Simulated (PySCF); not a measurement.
Cd(Me)(SiH3) (CH₆CdSi), SMILES [CH3][Cd][SiH3]. Atoms are numbered in the order given.

```xyz
9

Cd     0.0000     0.0000    -0.3266
C      0.0000     0.0000    -2.4531
H     -0.7386     0.7169    -2.8443
H     -0.2515    -0.9981    -2.8443
H      0.9901     0.2812    -2.8443
Si     0.0000     0.0000     2.1897
H     -0.0986    -1.3855     2.7570
H     -1.1506     0.7782     2.7570
H      1.2492     0.6073     2.7570
```

The structure is a stationary point at PBE0-D3(BJ)/def2-SVP. The structure was generated by enumeration; whether it is a known compound was not checked. The def2 effective core potentials stand for the cores of Cd; spin–orbit coupling is left out.

Calculation: PBE/def2-TZVPD in PySCF.

Mulliken values depend strongly on the basis, most of all with diffuse functions as here. ESP charges are fitted to the potential on shells at 1.4 to 2.0 van der Waals radii. Atomic charges (e):

```json
[
 {"atom": "Cd1", "ESP fit": "0.53", "Mulliken": "0.31"},
 {"atom": "C2", "ESP fit": "?", "Mulliken": "-0.73"},
 {"atom": "H3", "ESP fit": "?", "Mulliken": "0.16"},
 {"atom": "H4", "ESP fit": "?", "Mulliken": "0.16"},
 {"atom": "H5", "ESP fit": "?", "Mulliken": "0.16"},
 {"atom": "Si6", "ESP fit": "-0.32", "Mulliken": "0.02"},
 {"atom": "H7", "ESP fit": "?", "Mulliken": "-0.03"},
 {"atom": "H8", "ESP fit": "?", "Mulliken": "-0.03"},
 {"atom": "H9", "ESP fit": "?", "Mulliken": "-0.03"}
]
```

Question: Complete the blanks. (The exact figures need the calculation; the answer reports its results.)

Answer: 
- C2, ESP fit: -0.72
- H3, ESP fit: 0.15
- H4, ESP fit: 0.15
- H5, ESP fit: 0.15
- H7, ESP fit: 0.02
- H8, ESP fit: 0.02
- H9, ESP fit: 0.02
